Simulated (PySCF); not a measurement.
# Electron correlation in In³⁷⁺ (indium, charge +37)

Starting occupation: [Ne] 3s2. All numbers are calculated (PySCF 2.14, X2C-1e with screened-nucleus spin-orbit coupling, Gaussian nucleus, in an even-tempered Gaussian basis (18 s from 2.5 bohr⁻², ratio 2.6; 13 p from 3.3 bohr⁻², ratio 2.6; 6 d from 3.3 bohr⁻², ratio 2.8; 4 f from 48 bohr⁻², ratio 2.8)). Frozen: 1s2; 10 electrons correlated; the 48 highest virtual spinors left out.

MP2 pair energies summed by pair of shells (mhartree):

```json
{"pair": "3s1/2-3s1/2", "energy": "-105.95", "share (%)": "23.0"}
{"pair": "2p1/2-2p3/2", "energy": "-98.52", "share (%)": "21.4"}
{"pair": "2p3/2-2p3/2", "energy": "-94.19", "share (%)": "20.4"}
{"pair": "2p3/2-2s1/2", "energy": "-40.61", "share (%)": "8.8"}
{"pair": "2p3/2-3s1/2", "energy": "-39.53", "share (%)": "8.6"}
{"pair": "2p1/2-2p1/2", "energy": "-23.02", "share (%)": "5.0"}
{"pair": "2p1/2-2s1/2", "energy": "-20.77", "share (%)": "4.5"}
{"pair": "2p1/2-3s1/2", "energy": "-18.39", "share (%)": "4.0"}
{"pair": "2s1/2-2s1/2", "energy": "-10.87", "share (%)": "2.4"}
{"pair": "2s1/2-3s1/2", "energy": "-9.02", "share (%)": "2.0"}
```

Total MP2 correlation energy: -460.90 mhartree.

The virtual space was cut to 56 spinors, which keep -406.29 of the -460.90 mhartree of MP2 correlation.

```tsv
level	correlation energy (mhartree)
CCSD	-437.10
```

Diagnostics: T1 = 0.00022, largest double amplitude 0.086.

Cost of the coupled-cluster step: roughly 14 core-seconds, for 10 occupied and 56 virtual spinors.

The coupled-cluster values are those of the cut space; adding the MP2 remainder, -54.61 mhartree, estimates the full space.

At this charge the one-electron X2C treatment keeps the bare 1/r₁₂, with no two-electron picture change or Breit term. The effect here is smaller than on the frozen 1s shell.
